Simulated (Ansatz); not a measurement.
Stepwise reaction of `[O]=[W]([Cl])([Cl])([Cl])[Cl]` with hydrogen fluoride, as a gas-phase model of exchange steps in deposition or etching. ΔE in kJ/mol.

Gas-phase electronic energies from Ansatz, PBE0-D4/def2-TZVP geometries. CCSD(T)/CBS adds triple-zeta CCSD(T) − MP2 to the extrapolated MP2 energy (def2 sets, frozen cores). This one scheme is used for every species. Functionals use def2-TZVPP. B3LYP here is the variant with VWN-RPA as its local correlation; programs differ in this. Elements past krypton have def2 core potentials. For W outer-core shells are correlated without core-valence functions, which leaves a few kJ/mol of doubt a bond.

```tsv
step	reaction	PBE-D4	B3LYP-D4	ωB97M-V	CCSD(T)/CBS
2	`[O]=[W]([F])([Cl])([Cl])[Cl]` + H–F → `[O]=[W]([F])([F])([Cl])[Cl]` + HCl	-17.7	-20.7	-25.1	-10.4
3	`[O]=[W]([F])([F])([Cl])[Cl]` + H–F → `[O]=[W]([F])([F])([F])[Cl]` + HCl	-20.8	-24.8	-28.5	-15.0
4	`[O]=[W]([F])([F])([F])[Cl]` + H–F → `[O]=[W]([F])([F])([F])[F]` + HCl	-20.8	-24.6	-27.7	-16.3
```

Q: Give the row of step 1, `[O]=[W]([Cl])([Cl])([Cl])[Cl]` + H–F → `[O]=[W]([F])([Cl])([Cl])[Cl]` + HCl. (Best estimate.)

A: Ansatz gave: 
```json
{"step": "1", "reaction": "`[O]=[W]([Cl])([Cl])([Cl])[Cl]` + H–F → `[O]=[W]([F])([Cl])([Cl])[Cl]` + HCl", "PBE-D4": "-17.3", "B3LYP-D4": "-20.4", "ωB97M-V": "-25.3", "CCSD(T)/CBS": "-8.6"}
```

Q: By hand: ΔE of the 4 steps together at CCSD(T)/CBS.

A: (-8.6) + (-10.4) + (-15.0) + (-16.3) = -50.3 kJ/mol, or -12.6 kJ/mol a step.

In ΔE step 4 is the lowest and step 1 the highest. All are downhill at CCSD(T)/CBS. PBE-D4 differs from CCSD(T)/CBS by -8.7 to -4.5 kJ/mol a step. Isolated molecules leave out the surface, adducts and barriers. Largest T1 diagnostic: 0.021.
